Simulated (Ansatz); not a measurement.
Calculated with Ansatz (gas phase, PBE0-D4/def2-TZVP geometries, no zero-point term in ΔE). CCSD(T)/CBS is the MP2 limit (def2-TZVPP, def2-QZVPP) plus CCSD(T) − MP2 in def2-TZVPP, frozen cores. def2 core potentials past Kr. For Te outer-core shells are correlated without core-valence functions, which leaves a few kJ/mol of doubt a bond. One conformer a species, not always the lowest.

`C=C[Te][SiH3]` + `CN[SiH3]` → `C=CN(C)[SiH3]` + `[SiH3][TeH]`  (substitution at a C–Te bond)

| species | CCSD(T)/CBS(def2) energy (Eh) |
| --- | --- |
| `C=C[Te][SiH3]` | -636.49984 |
| `CN[SiH3]` | -386.04948 |
| `C=CN(C)[SiH3]` | -463.34009 |
| `[SiH3][TeH]` | -559.21313 |

(1) Work out ΔE.

Largest T1 diagnostic among the species: 0.012.

Answers

(1) ΔE = (-463.34009) + (-559.21313) − (-636.49984) − (-386.04948) = -0.00390 Eh = -10.2 kJ/mol.

At CCSD(T), def2-SVP lies −24.4 kJ/mol from the extrapolated value and def2-TZVPP −4.3 kJ/mol. From BLYP to BHLYP (50 % exact exchange), in def2-TZVPP and without D4, ΔE moves by −6.6 kJ/mol. Leaving LDA and LC-ωPBE aside and taking each functional with its dispersion term where it has one, the values, not all of them listed here, spread over 8.5 kJ/mol, from CAM-B3LYP-D4 to B2PLYP. LDA lies −21.7 kJ/mol from PBE without D4.
